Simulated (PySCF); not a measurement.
WO2Cl2, SMILES [O]=[W](=[O])([Cl])[Cl], multiplicity 1. Heavy atoms are numbered as in [W:1](=[O:2])(=[O:3])([Cl:4])[Cl:5].

Geometry: B3LYP-D3(BJ)/def2-SVP. The spin state was assumed, not searched. The isomer is the one that the SMILES or the coordinates give; other isomers of the formula were not compared. The def2 effective core potentials stand for the cores of W; spin–orbit coupling is left out.

The numbers are results of PBE/def2-TZVP (PySCF), not measurements.

ESP charges are fitted to the potential on shells at 1.4 to 2.0 van der Waals radii. Atomic charges (e), one atom of each kind:

```tsv
atom	Mulliken	ESP fit
W1	1.23	0.65
O2	-0.37	-0.26
Cl4	-0.25	-0.06
```
